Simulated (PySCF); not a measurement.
Problem. Give a PBE0-D3(BJ)/def2-SVP geometry of Sn(SH)4, `[SH][Sn]([SH])([SH])[SH]`.

Solution. 
Z-matrix in Å and degrees, rows numbered from 1:
```
Sn
S   1  2.4097
H   2  1.3527  1   92.86
S   1  2.4090  2  115.97  3    75.86
H   4  1.3526  1   92.27  2    76.67
S   1  2.4111  2  106.64  3   -42.08
H   6  1.3527  1   92.43  2   167.42
S   1  2.4103  2  106.14  3  -167.71
H   8  1.3524  1   93.10  2    39.30
```

Sn1 (tin bonded to 4 S) is distorted tetrahedral (angles from 105.2° to 117.2°). S2 (sulfur bonded to Sn and H) is bent (angle 92.9°). All 4 S–Sn bonds measure 2.409 to 2.411 Å.

Method used: PySCF 2.14.0, PBE0-D3(BJ)/def2-SVP geometry optimisation, gas phase, def2 core potentials past Kr.

Point group: near S4, missed by 0.08 Å at most; the miss may be what the optimiser left on a soft mode. No PBE0-D3(BJ)/def2-SVP frequencies stand behind this structure, so it isn't proved a minimum.

Time: 46 s; peak memory 0.48 GiB. Hardware: an AMD EPYC 7B13 with one thread, no GPU, shared host. This is the geometry optimisation.
